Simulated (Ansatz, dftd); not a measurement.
Reaction: CH5BN (SMILES CN[BH], doublet) → CH5BN (SMILES C[B]N, doublet)
Each species at its own B3LYP-D3(BJ)/def2-TZVP minimum (Ansatz, an electronic-structure program), one conformer.

Wanted: isomerisation energy (electronic), in kcal/mol. UHF or UKS for unpaired electrons; spin-orbit terms are left out. CBS(X,Y): correlation extrapolated as X^-3, Hartree-Fock from the larger set. A bracket is a step between two methods taken in the basis named. The functionals are non-relativistic, so their misses hold any scalar relativity. Double hybrids freeze cores in their MP2 part. '+ core + X2C': CCSD(T) terms for core correlation (cc-pwCVTZ) and scalar relativity (cc-pVTZ-DK).

Compared with CCSD(T)/CBS(cc-pVTZ,cc-pVQZ) + [CCSDT(Q) - CCSD(T)]/cc-pVDZ + core + X2C (Ansatz): -18.4 kcal/mol.

Costs are rough ratios of core time, to one figure, on one kind of shared machine, summed over the single points of the molecules; atoms, geometries and frequencies are left out. The first row took roughly 20 core seconds; short runs hold start-up time.

```json
[
 {"level": "PBE-D3(BJ)/def2-TZVPD", "program": "Ansatz + dftd3", "cost relative to the first row": "1", "difference (kcal/mol)": "-0.2"},
 {"level": "CAM-B3LYP-D4/def2-TZVPD", "program": "Ansatz + dftd4", "cost relative to the first row": "1", "difference (kcal/mol)": "0.6"},
 {"level": "r2SCAN-D4/def2-TZVPD", "program": "Ansatz + dftd4", "cost relative to the first row": "2", "difference (kcal/mol)": "-0.8"},
 {"level": "r2SCANh-D4/def2-TZVPD", "program": "Ansatz + dftd4", "cost relative to the first row": "2", "difference (kcal/mol)": "-0.8"},
 {"level": "B2PLYP-D3(BJ)/def2-TZVPD", "program": "Ansatz + dftd3", "cost relative to the first row": "2", "difference (kcal/mol)": "0.5"},
 {"level": "B2PLYP/def2-TZVPD", "program": "Ansatz", "cost relative to the first row": "2", "difference (kcal/mol)": "0.5"}
]
```

The dearest row costs roughly 2 times the first. Costs within a factor of two don't rank. The table holds for this case alone.
